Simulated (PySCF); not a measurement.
C3H10OSi2.
SMILES: `[SiH3][C@@H]1CCO[SiH2]1`

Method: TDDFT B3LYP/def2-SVPD, vertical, gas phase, core orbitals frozen in the response in PySCF 2.14.0, density-fitted response routines. Geometry: GFN2-xTB, one conformer, isolated molecule.

```tsv
state	E (eV)	E (hartree)	f	|μ| (D)	main configurations (H = HOMO, L = LUMO)
S1	6.67	0.2451	0.0016	0.25	H→L (61%), H→L+1 (37%)
S2	6.90	0.2537	0.015	0.76	H→L+1 (61%), H→L (36%)
S3	7.16	0.2630	0.0050	0.43	H-1→L (82%), H-1→L+1 (16%)
S4	7.27	0.2673	0.021	0.86	H-1→L+1 (82%), H-1→L (16%)
S5	7.58	0.2784	0.0002	0.08	H-2→L (90%)
S6	7.68	0.2821	0.0049	0.41	H-2→L+1 (89%)
S7	7.71	0.2833	0.012	0.63	H→L+2 (69%), H→L+4 (16%)
S8	7.80	0.2867	0.0037	0.35	H→L+4 (69%), H→L+2 (10%), H→L+3 (9%)
```

Triplets (Tamm–Dancoff): T1 6.44 eV, H→L (63%), H→L+1 (31%); T2 6.76 eV, H→L+1 (40%), H-1→L (35%), H→L (18%); T3 6.81 eV, H-1→L (50%), H→L+1 (25%), H→L (11%).

The lowest singlet lies at 6.67 eV (186 nm, vacuum ultraviolet) and is very weak; its leading configuration is HOMO→LUMO (61%). The most intense listed level is S4 at 7.27 eV (170 nm, f = 0.021), 0.60 eV above S1. Löwdin shares by element: HOMO oxygen 50%, carbon 12% or more, silicon 10% or more, hydrogen 8% or more (atoms not listed hold the other 20%); LUMO silicon 45%, hydrogen 18% or more (atoms not listed hold the other 37%). The listed states span 1.13 eV, and the widest gap between neighbours is 0.30 eV (S4 to S5). The oscillator strengths of these states sum to 0.062; summed over the whole spectrum of an exact calculation they would give the number of electrons, 64 (Thomas–Reiche–Kuhn). Of the 8 states listed, 3 reach f = 0.01 and 1 stays under 0.0005. No computed singlet lies in the visible range (380 to 750 nm); the lowest, at 186 nm, stands 3.41 eV above its violet end (3.26 eV). Singlets were solved by full linear response, triplets in the Tamm–Dancoff approximation.
